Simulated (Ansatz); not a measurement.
Na₈Cl₈ (started as a model of: 2x2x4 NaCl rock-salt block), relaxed as a singlet with RKS PBE-D4/def2-SVP in Ansatz, starting from the GFN2-xTB geometry. Force threshold 0.03 eV/Å.

Start:

```xyz
16

Na    3.067   -1.749   -2.089
Cl    0.621   -1.414   -1.686
Na   -1.744   -0.892   -1.062
Cl   -4.130   -0.405   -0.474
Cl    3.602    0.677   -2.006
Na    1.206    1.170   -1.466
Cl   -1.184    1.704   -0.958
Na   -3.567    2.007   -0.261
Cl    3.604   -2.087    0.315
Na    1.209   -1.641    0.897
Cl   -1.180   -1.241    1.512
Na   -3.563   -0.614    1.939
Na    4.064    0.355    0.416
Cl    1.744    0.952    1.128
Na   -0.672    1.366    1.628
Cl   -3.076    1.813    2.169
```

```
step   energy (eV)  largest force component (eV/Å)  SCF passes
   1  -135429.2728                           0.695          13
   2  -135430.0929                           0.228          16
   3  -135430.2216                           0.084          16
   4  -135430.2366                           0.006          16
```

Force components are those of the run's own axes.

End:

```xyz
16

Na    3.227   -1.774   -2.120
Cl    0.623   -1.529   -1.823
Na   -1.834   -0.870   -1.033
Cl   -4.427   -0.477   -0.559
Cl    3.841    0.778   -2.186
Na    1.298    1.145   -1.480
Cl   -1.238    1.845   -1.056
Na   -3.726    2.031   -0.219
Cl    3.846   -2.281    0.381
Na    1.302   -1.654    0.869
Cl   -1.233   -1.362    1.636
Na   -3.722   -0.575    1.968
Na    4.221    0.318    0.371
Cl    1.847    1.046    1.243
Na   -0.766    1.378    1.643
Cl   -3.261    1.979    2.365
```

By distances, no bond broke or formed. The bond that changes most is Na10–Cl11, from 2.50 to 2.66 Å (atoms count from 1).

No frequencies were taken in this run, so the end may be a saddle point.

It took 37 s on 4 threads of Arm Neoverse V2 on a shared host, peak host memory 0.78 GiB.
